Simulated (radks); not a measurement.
The numbers below are computed, except where a source is named.
Problem. The germanium ion Ge3.25+, 28.75 electrons, occupied as [Ar] 4s2 3d(up 4.5, down 4.25) (fractional occupations, a model configuration). Level of theory: scalar-relativistic Kohn-Sham, LDA (Slater exchange, Perdew-Wang correlation), spin-polarised, spherical densities, finite nucleus; Fermi nuclear charge, rms radius 4.0742 fm (a radial shooting solver on a logarithmic mesh with Libxc functionals). Some entries of the table are withheld. Estimate them.

orbital,occ.,eigenvalue (eV),<r^2> (bohr^2)
1s up,1,-10994.35,0.002981
1s down,1,-10994.34,0.002981
2s up,1,-1423.758,0.05221
2s down,1,-1423.535,0.05220
2p up,3,-1252.298,0.04143
2p down,3,-1252.127,0.04143
3s up,1,-218.9291,0.4417
3s down,1,-218.5839,0.4419
3p up,3,(1),0.4772
3p down,3,(2),0.4776
3d up,4.5,-79.5613,(3)
3d down,4.25,-79.2273,(4)
4s up,1,-47.5626,(5)
4s down,1,-47.4975,(6)

Solution. 
(1) 3p up eigenvalue (eV): -166.2705
(2) 3p down eigenvalue (eV): -165.9322
(3) 3d up <r^2> (bohr^2): 0.5910
(4) 3d down <r^2> (bohr^2): 0.5929
(5) 4s up <r^2> (bohr^2): 3.440
(6) 4s down <r^2> (bohr^2): 3.447
